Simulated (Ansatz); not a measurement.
Reaction (atomization): `[CH2]1[SiH2][SiH2][GeH2]1` → C• + Ge• + 8 H• + 2 Si•

Isolated molecules relaxed with PBE0-D4/def2-TZVP in Ansatz; ΔE leaves out vibrations. CCSD(T)/CBS is the MP2 limit (def2-TZVPP, def2-QZVPP) plus CCSD(T) − MP2 in def2-TZVPP, frozen cores. This one scheme is used for every species, atoms too. For atomizations the MP2-based limit and the directly extrapolated one differ by several kJ/mol either way, and by 10 to 25 for some Ge, Se and Sn compounds, so smaller differences from it don't rank the levels. DFT in def2-TZVPP. B3LYP here is the variant with VWN-RPA as its local correlation; programs differ in this. Open shells (•) are unrestricted, without spin–orbit coupling. Spin–orbit coupling would lower the free atoms: a little for C, Si; clearly for Ge. Bonds to Ge are less sure, by a few kJ/mol each and by 10 to 20 or more in all where they break to atoms, as the def2 sets lack core-valence functions. Scalar relativity is left out up to krypton.

| level | ΔE (eV) | difference from CCSD(T)/CBS |
| --- | --- | --- |
| B97M-V | 39.09 | 0.28 |
| B3LYP-D4 | 38.50 | -0.31 |
| r2SCAN0-D4 | 38.55 | -0.26 |
| CAM-B3LYP-D4 | 38.63 | -0.18 |
| B2PLYP | 38.02 | -0.79 |
| PBE-QIDH | 38.46 | -0.35 |
| PBE | 38.27 | -0.54 |
| revPBE | 37.12 | -1.69 |
| PBE0 | 38.23 | -0.58 |
| r2SCANh | 38.61 | -0.20 |
| CCSD/def2-SVP | 35.91 | -2.90 |
| MP2/def2-TZVPP | 37.73 | -1.08 |
| CCSD/def2-TZVPP | 37.48 | -1.33 |
| CCSD(T)/def2-TZVPP | 37.94 | -0.87 |
| MP2/def2-QZVPP | 38.24 | -0.57 |
| MP2/CBS(def2) | 38.60 | -0.21 |
| CCSD(T)/CBS | 38.81 | 0 |

Largest T1 diagnostic among the species: 0.012.

Leaving LDA and LC-ωPBE aside and taking each functional with its dispersion term where it has one, the values, not all of them listed here, spread over 1.13 eV, from revPBE-D4 to B97M-V. LDA lies +4.94 eV from PBE without D4, its usual overbinding. From r2SCAN to r2SCAN0 (25 % exact exchange), in def2-TZVPP and without D4, ΔE moves by −0.26 eV: exact exchange takes away binding that semilocal exchange gives to molecules. The D4 term adds +0.53 eV with B3LYP and +0.28 eV with PBE0; it sums over pairs of atoms, weighted by their polarisabilities, and B3LYP, whose exchange is more repulsive, gets the larger term.
